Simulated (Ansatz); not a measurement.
C$_{2}$H$_{8}$BNSi (`BN([SiH3])C=C`), relaxed with RKS PBE0-D4/def2-TZVP in the Gaussian-basis code of Ansatz from a PBE-D4/def2-SVP geometry. The force threshold is 0.005 eV/Å; the program also tests the step.

The species carries charge 0 and has multiplicity 1.

Start:

```xyz
13

B    -0.913   -0.572    1.640
N    -0.255   -0.158    0.451
Si   -1.017    1.067   -0.630
C     1.005   -0.694    0.100
C     1.729   -0.384   -0.994
H    -0.373   -1.401    2.351
H    -1.992   -0.090    1.923
H    -0.110    2.258   -0.754
H    -2.323    1.454   -0.013
H    -1.227    0.474   -1.995
H     1.380   -1.431    0.831
H     1.394    0.344   -1.750
H     2.702   -0.865   -1.161
```

```json
{"step": "1", "energy (eV)": "-12241.8607", "largest force (eV/Å)": "0.525", "largest move (Å)": "0.000"}
{"step": "2", "energy (eV)": "-12241.9229", "largest force (eV/Å)": "0.287", "largest move (Å)": "0.035"}
{"step": "3", "energy (eV)": "-12241.9297", "largest force (eV/Å)": "0.070", "largest move (Å)": "0.013"}
{"step": "4", "energy (eV)": "-12241.9300", "largest force (eV/Å)": "0.045", "largest move (Å)": "0.008"}
{"step": "5", "energy (eV)": "-12241.9301", "largest force (eV/Å)": "0.008", "largest move (Å)": "0.004"}
{"step": "6", "energy (eV)": "-12241.9301", "largest force (eV/Å)": "0.001", "largest move (Å)": "0.001"}
```

End:

```xyz
13

B    -0.904   -0.565    1.624
N    -0.258   -0.148    0.445
Si   -0.998    1.050   -0.620
C     0.992   -0.684    0.099
C     1.704   -0.378   -0.981
H    -0.366   -1.379    2.318
H    -1.967   -0.100    1.906
H    -0.106    2.230   -0.746
H    -2.291    1.436   -0.018
H    -1.203    0.464   -1.969
H     1.362   -1.411    0.815
H     1.377    0.341   -1.724
H     2.659   -0.856   -1.147
```

It took 19 s on 2 threads of an AMD EPYC 7R13 on a shared host and a share of an NVIDIA H100 80 GB, with 0.9 GiB of host memory at the peak.
